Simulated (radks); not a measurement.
Task: A nucleus of charge 56.6 with 56 electrons, configuration [Xe] 5d2. Calculated with a radial shooting solver on a logarithmic mesh with Libxc functionals: Dirac Kohn-Sham, PBE, spin-unpolarised, spherical densities, point nucleus; open shells fill j = l - 1/2 first. Some entries of the table are withheld. Estimate them.

| orbital | occ. | eigenvalue (hartree) | r(max) (bohr) |
|---|---|---|---|
| 1s1/2 | 2 | -1400.906 | 0.01621 |
| 2s1/2 | 2 | -222.3129 | 0.09185 |
| 2p1/2 | 2 | -209.5560 | 0.07012 |
| 2p3/2 | 4 | -194.8436 | 0.07525 |
| 3s1/2 | 2 | -47.32680 | 0.2629 |
| 3p1/2 | 2 | -41.96053 | 0.2496 |
| 3p3/2 | 4 | -39.10248 | 0.2608 |
| 3d3/2 | 4 | -29.70164 | (1) |
| 3d5/2 | 6 | -29.09111 | (2) |
| 4s1/2 | 2 | -9.47421 | 0.6153 |
| 4p1/2 | 2 | -7.50934 | (3) |
| 4p3/2 | 4 | -6.90627 | (4) |
| 4d3/2 | 4 | (5) | 0.6767 |
| 4d5/2 | 6 | (6) | 0.6846 |
| 5s1/2 | 2 | -1.38216 | 1.437 |
| 5p1/2 | 2 | -0.86417 | 1.581 |
| 5p3/2 | 4 | -0.78071 | 1.649 |
| 5d3/2 | 2 | (7) | 2.351 |
| 5d5/2 | 0 | (8) | 2.395 |

Result: 
(1) 3d3/2 r(max) (bohr): 0.2103
(2) 3d5/2 r(max) (bohr): 0.2134
(3) 4p1/2 r(max) (bohr): 0.6264
(4) 4p3/2 r(max) (bohr): 0.6505
(5) 4d3/2 eigenvalue (hartree): -3.69065
(6) 4d5/2 eigenvalue (hartree): -3.58679
(7) 5d3/2 eigenvalue (hartree): -0.15609
(8) 5d5/2 eigenvalue (hartree): -0.15065
